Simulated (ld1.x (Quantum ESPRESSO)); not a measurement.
# PBE RRKJ dataset for hydrogen (H), scalar-relativistic all-electron reference.

```json
{"Element": "hydrogen (H)", "Generator": "ld1.x (Quantum ESPRESSO) 7.5", "Type": "norm-conserving RRKJ (Kleinman–Bylander form)", "Functional": "PBE", "Relativity": "scalar-relativistic", "Frozen core": "none", "Valence charge": "1", "Reference configuration": "1s1", "Partial waves": "1s (bound): rc 1.50 bohr; 2p channel at -0.2 Ry: rc 1.45 bohr", "Local potential": "all-electron potential smoothed inside 1.20 bohr (lloc = -2)", "Core correction": "none", "rho0": "0.001"}
```

All-electron outer shells of the reference configuration (PBE, scalar-relativistic, ld1.x):

```
shell  level (eV)  outermost node (bohr)  outermost maximum (bohr)
   1s       -6.49                      –                      1.03
```

Problem. Does the generator finish with these settings?

Solution. Yes, a potential is produced and its reference levels are reproduced.

Problem. Estimate the cutoffs (Ry, on a coarse ladder) from which the occupation-weighted sum of valence levels, in a spherical-Bessel basis at the reference potential, stays within 10 and 1 mRy of its value at 400 Ry.

Solution. 70 Ry and 80 Ry.

Problem. Does the potential have ghost states?

Solution. No extra level below or beside the all-electron valence levels (s, p, d, f tested).
